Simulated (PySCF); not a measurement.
**Radial density of Si¹¹⁺ (silicon, charge +11)**

M06, [He] 2s1, 2S determinant. Computed with PySCF 2.14 in an even-tempered Gaussian basis (17 s from 1.3 bohr⁻², ratio 2.2; 9 p from 2.1 bohr⁻², ratio 2.4; 6 d from 6.4 bohr⁻², ratio 2.4; 5 f from 9.6 bohr⁻², ratio 2.4; 5 g from 14 bohr⁻², ratio 2.4), with no relativity, point nucleus.

```csv
r (bohr),4πr²ρ (e/bohr),4πr²(ρα − ρβ)
0.00205,0.08682,0.0044
0.00344,0.2363,0.0119
0.00579,0.6264,0.0314
0.00975,1.589,0.0793
0.0164,3.739,0.1853
0.0276,7.747,0.3778
0.0464,12.91,0.5824
0.0780,15.09,0.5012
0.131,9.713,0.0367
0.221,3.038,0.5914
0.371,2.481,2.3598
0.624,1.231,1.2306
1.05,0.05911,0.0591
1.77,8.943e-05,0.0001
```
